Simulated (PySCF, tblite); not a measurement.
Isomers of C6H7ClNO (doublet state). Method: GFN2-xTB as coded in tblite; computed harmonic values from a numerical Hessian at the method's own geometry, unscaled. This tight-binding method is rough: wavenumbers can miss measured ones by several per cent, in bad cases by 10 to 20. One conformer each. Open shells enter through the occupations alone, without spin polarisation, and single modes of such species can be off by tens of per cent.

Electronic energies: B3LYP/pcH-1 single points on the GFN2-xTB geometries (PySCF, gas phase).

```csv
SMILES,"electronic energy, lowest = 0 (kcal/mol)"
[H]/[C]=C(\C/C=C/Cl)C(N)=O,34.4
C=C(C/C=C/Cl)C([NH])=O,43.3
C=C([CH]/C=C/Cl)C(N)=O,0.0
[H]\[C]=C/N=C/C(=C\Cl)OC,80.4
C=C(C/[C]=C\Cl)C(N)=O,32.3
[H]/[C]=C(\C/C=C\Cl)C(N)=O,33.6
C=C(C/C=[C]\Cl)C(N)=O,33.4
```

How do GFN2-xTB zero-point energies change the relative energies?

| SMILES | ZPE (kcal/mol) | of it from modes above 1550 cm⁻¹ | electronic (kcal/mol) | with ZPE, lowest = 0 (kcal/mol) | lowest mode (cm⁻¹) | rings |
| --- | --- | --- | --- | --- | --- | --- |
| C=C([CH]/C=C/Cl)C(N)=O | 71.6 | 36.9 | 0.0 | 0.0 | 40 | 0 |
| C=C(C/[C]=C\Cl)C(N)=O | 71.4 | 39.3 | 32.3 | 32.1 | 34 | 0 |
| C=C(C/C=[C]\Cl)C(N)=O | 72.3 | 39.2 | 33.4 | 34.1 | 30 | 0 |
| [H]/[C]=C(\C/C=C\Cl)C(N)=O | 71.3 | 39.2 | 33.6 | 33.3 | 23 | 0 |
| [H]/[C]=C(\C/C=C/Cl)C(N)=O | 71.3 | 39.2 | 34.4 | 34.1 | 41 | 0 |
| C=C(C/C=C/Cl)C([NH])=O | 71.2 | 37.6 | 43.3 | 43.0 | 29 | 0 |
| [H]\[C]=C/N=C/C(=C\Cl)OC | 70.2 | 37.2 | 80.4 | 79.1 | 31 | 0 |

The zero-point energies span 2.1 kcal/mol, from `[H]\[C]=C/N=C/C(=C\Cl)OC` to `C=C(C/C=[C]\Cl)C(N)=O`. The lowest isomer stays, but the order above it changes.

And how do the electronic energies of GFN2-xTB itself compare?

`C=C([CH]/C=C/Cl)C(N)=O` 0.0; `C=C(C/[C]=C\Cl)C(N)=O` 27.5; `C=C(C/C=[C]\Cl)C(N)=O` 28.0; `[H]/[C]=C(\C/C=C\Cl)C(N)=O` 33.8; `[H]/[C]=C(\C/C=C/Cl)C(N)=O` 33.6; `C=C(C/C=C/Cl)C([NH])=O` 27.4; `[H]\[C]=C/N=C/C(=C\Cl)OC` 57.9 kcal/mol, lowest = 0. Against the energies above, taken from the same isomer `C=C([CH]/C=C/Cl)C(N)=O`, the largest difference is 22.5 kcal/mol.

What do entropy and thermal enthalpy add at 298.15 K and 1 bar (rigid rotor, harmonic oscillator, one conformer each)?

| SMILES | point group | symmetry number | S (cal/(mol K)) | H − H(0) (kcal/mol) | ZPE + H − H(0) − TS (kcal/mol) |
| --- | --- | --- | --- | --- | --- |
| C=C([CH]/C=C/Cl)C(N)=O | C1 | 1 | 102.2 | 7.04 | 48.2 |
| C=C(C/[C]=C\Cl)C(N)=O | C1 | 1 | 104.6 | 7.21 | 47.5 |
| C=C(C/C=[C]\Cl)C(N)=O | C1 | 1 | 103.3 | 6.96 | 48.4 |
| [H]/[C]=C(\C/C=C/Cl)C(N)=O | C1 | 1 | 103.3 | 7.10 | 47.6 |
| C=C(C/C=C/Cl)C([NH])=O | C1 | 1 | 101.7 | 6.82 | 47.7 |
| [H]\[C]=C/N=C/C(=C\Cl)OC | C1 | 1 | 104.9 | 7.28 | 46.3 |

S holds R ln(2S + 1) for the spin.

Not tabulated: `[H]/[C]=C(\C/C=C\Cl)C(N)=O` (lowest mode only 22 cm⁻¹).
